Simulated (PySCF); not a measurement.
A structure optimised at B3LYP-D3(BJ)/def2-SVP, used in a PySCF frequency run:

```xyz
9

C     -1.5804    -0.4897     0.0000
N     -1.5456     0.7875     0.0000
Ge     0.3339     1.2111     0.0000
Ge     0.2902    -1.2563     0.0000
H     -2.5477    -1.0297     0.0000
H      0.7257     2.0149    -1.2602
H      0.7257     2.0149     1.2602
H      0.7136    -2.0642    -1.2525
H      0.7136    -2.0642     1.2525
```

Q: Write its SMILES, formula and point group.

A: [CH]1=[N][GeH2][GeH2]1, CH5Ge2N, Cs

Q: What are its rotational constants (standard atomic weights)?

A: 5.4639, 1.9668, 1.5009 GHz
